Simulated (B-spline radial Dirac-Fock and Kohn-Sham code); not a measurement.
## Br²⁺: eigenvalues, ΔSCF and the reference

System: the Br²⁺ ion, 1s2 2s2 2p6 3s2 3p6 3d10 4s2 4p3.

The density-functional columns are spherical, spin-unpolarised Dirac-Kohn-Sham results without Breit or QED terms: −ε is minus the orbital energy of the initial state and ΔSCF the difference of two total energies. The reference in the last column comes from Dirac-Fock energy differences between relaxed states, corrected for Breit and QED terms. All numbers are from a B-spline atomic structure program, in eV; a selection of levels is shown. For the 1s level of heavy atoms much of the gap between ΔSCF and the reference is the Breit and QED part, -30.0 eV here; for other levels the error of the functional can be larger.

```
level   PBE −ε  PBE ΔSCF   LDA −ε  LDA ΔSCF  Dirac-Fock
    K  13337.8   13558.3  13315.7   13535.4     13508.8
   L1   1756.5    1793.1   1754.0    1790.8      1823.1
   L3   1536.7    1580.4   1536.1    1579.8      1585.5
   M1    262.1     276.4    261.2     275.5       294.4
   M3    195.3     209.4    195.1     209.1       220.1
   M4    91.41     105.2    91.71     105.5       103.6
   M5    90.32     104.1    90.62     104.4       102.6
   N1    41.83     48.35    42.06     48.61       47.66
 N2,3    28.23     33.99    28.44     34.23       33.10
```

**Question.** Order the estimates of the K (1s) level by their distance from the Dirac-Fock value, nearest first.
A. LDA ΔSCF
B. PBE −ε
C. PBE ΔSCF
D. LDA −ε

**Answer.** A (26.7 eV), C (49.5 eV), B (170.9 eV), D (193.1 eV).

Values without a named source are computed, but for edge energies of neutral atoms, which are taken from tables.
